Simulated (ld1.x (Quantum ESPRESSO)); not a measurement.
Before and after: PAW potential for oxygen

| Item | Value |
| --- | --- |
| Element | oxygen (O) |
| Generator | ld1.x (Quantum ESPRESSO) 7.5 |
| Type | PAW |
| Functional | PBEsol |
| Relativity | scalar-relativistic |
| Frozen core | [He] |
| Valence charge | 6 |
| Reference configuration | 2s2 2p3 (charge +1) |
| Partial waves | 2s (bound): rcut 0.55, rcutus 0.70 bohr; 2s channel at 1.7 Ry: rcut 0.55, rcutus 0.70 bohr; 2p (bound): rcut 1.05, rcutus 1.45 bohr; 2p channel at -0.35 Ry: rcut 1.05, rcutus 1.45 bohr; 3d channel at -0.1 Ry: rcut 1.25, rcutus 1.50 bohr; 3d channel at 2.65 Ry: rcut 1.25, rcutus 1.50 bohr |
| Local potential | all-electron potential smoothed inside 1.15 bohr (lloc = -1) |
| Core correction | Bessel-smoothed model core, default radius (core density twice the valence density) |
| Augmentation charge | PSQ, inside the norm-conserving radii |

Change: wave 2p channel at -0.35 Ry: rcut 1.05, rcutus 1.45 bohr becomes 2p channel at -1 Ry: rcut 1.05, rcutus 1.45 bohr.

Cutoffs: the cutoffs (Ry, on a coarse ladder) from which the occupation-weighted sum of valence levels, in a spherical-Bessel basis at the reference potential, stays within 10 and 1 mRy of its value at 400 Ry; they do not see the model core or the augmentation charge, which bear on the density cutoff. Errors are all-electron minus pseudo energies relative to the spin-unpolarised reference configuration.

Q: How do hardness, ghosts and transferability respond?

A: The potential gets neither clearly harder nor softer (70 Ry and 100 Ry → 70 Ry and 100 Ry); of the 7 tests that both files solve, the error grows in 2 and shrinks in 2 by more than 15 % and 0.3 meV (median size 0.7 → 1.0 meV); neither file shows a bound ghost.

```tsv
quantity	base	changed
cutoff, loose	70 Ry	70 Ry
cutoff, tight	100 Ry	100 Ry
bound ghosts	none	none
error for 2s2 2p4, meV [ΔE -16.36 eV]	+0.7	+1.0
error for 2s2 2p2, meV [ΔE 33.48 eV]	-2.6	-1.7
error for 2s2 2p1, meV [ΔE 87.18 eV]	-8.8	-5.0
error for 2s1 2p5, meV [ΔE -1.50 eV]	+0.1	+0.6
error for 2s1 2p4, meV [ΔE 15.14 eV]	-0.6	-0.5
error for 2s2 2p0, meV [ΔE 163.83 eV]	-2.9	-2.9
error for 2s2 2p3.5, meV [ΔE -10.11 eV]	+0.4	+0.5
s: phases at 1.65 bohr within 0.05 rad from the reference energy up to (Ry; the scan ends near 5)	to the end of the scan	to the end of the scan
p: phases at 1.65 bohr within 0.05 rad from the reference energy up to (Ry; the scan ends near 5)	to the end of the scan	to the end of the scan
d: phases at 1.65 bohr within 0.05 rad from the reference energy up to (Ry; the scan ends near 5)	to the end of the scan	to the end of the scan
lowest overlap eigenvalue by channel	s 0.74, p 1.00, d 0.86	s 0.74, p 0.96, d 0.86
```
